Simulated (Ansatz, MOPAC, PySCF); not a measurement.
Molecule: GaCl₂, charge 0, multiplicity 2. SMILES: [Cl][Ga][Cl]
Geometry: optimised at B3LYP-D3(BJ)/def2-TZVP (Ansatz, a first-principles code).

Quantity: vertical electron affinity to the singlet, in eV. Terms: spin-orbit terms left out; non-relativistic; no dispersion term unless named; six Cartesian d functions in 6-31G* and its kin unless marked 5d; each state is the SCF solution reached for its charge and spin; UHF or UKS for open shells; LANL2DZ with its own core potentials from Na on. Ab initio and DFT rows: single points at B3LYP-D3(BJ) geometries (Ansatz). Semi-empirical rows: differences of heats of formation at the shared geometry for vertical values. The spin state of an ion or metal species was assumed, not searched.

```csv
level,program,vertical electron affinity to the singlet (eV)
PM3,MOPAC,4.31
PM6,MOPAC,3.54
PBE/6-31G*,Ansatz,2.26
PBE/6-31G* with LANL2DZ past Ar,Ansatz,2.01
B3LYP/3-21G,Ansatz,2.39
B3LYP/6-31G*,Ansatz,2.39
B3LYP/6-31G* with LANL2DZ past Ar,Ansatz,2.11
M06-2X/6-31G* with LANL2DZ past Ar (5d),PySCF,2.22
PBE/def2-TZVPD,Ansatz,2.39
PBE0/def2-TZVPD,Ansatz,2.36
```

No value to compare with is used here. The 8 habitual levels span 2.01 (PBE/6-31G* with LANL2DZ past Ar) to 4.31 eV (PM3); PBE/def2-TZVPD gives 2.39.

The levels are drawn from those run, B3LYP/6-31G* more often than the rest, none by its result; left out are runs that failed, that the program found above a lower state of the same kind, or whose <S^2> lies over 0.5 above the pure value.
